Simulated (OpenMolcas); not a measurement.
A run on Ni3+ among 6 point charges of -2 e arranged as a trigonal prism (D3h), 1.81 Å from the ion, with a polar angle of 52.5° against the regular 49.1°.
```
   1.4367    0.0000    1.1009  -2.00
  -0.7183    1.2442    1.1009  -2.00
  -0.7183   -1.2442    1.1009  -2.00
   1.4367    0.0000   -1.1009  -2.00
  -0.7183    1.2442   -1.1009  -2.00
  -0.7183   -1.2442   -1.1009  -2.00
```

```yaml
Program: OpenMolcas
Method: CASSCF
Basis: ANO-RCC-VDZP [5s4p2d1f]
Scalar_Hamiltonian: DKH2, point nucleus
Active_space: 7 electrons in 5 orbitals (3d)
State_averaging: 2S+1 = 4 even, 10 roots; 2S+1 = 2 even, 40 roots
Spin-orbit_coupling: state interaction with AMFI integrals over the reference wave functions
```

34 basis functions. Blocks (2S+1, parity, CSFs, roots kept): 4, even, 10, 10; 2, even, 40, 40.

Q: How long do the RASSCF and RASSI steps take on 1 thread of Arm Neoverse V2, on a shared host?

A: About 9.3 s of wall time, without the integral step.
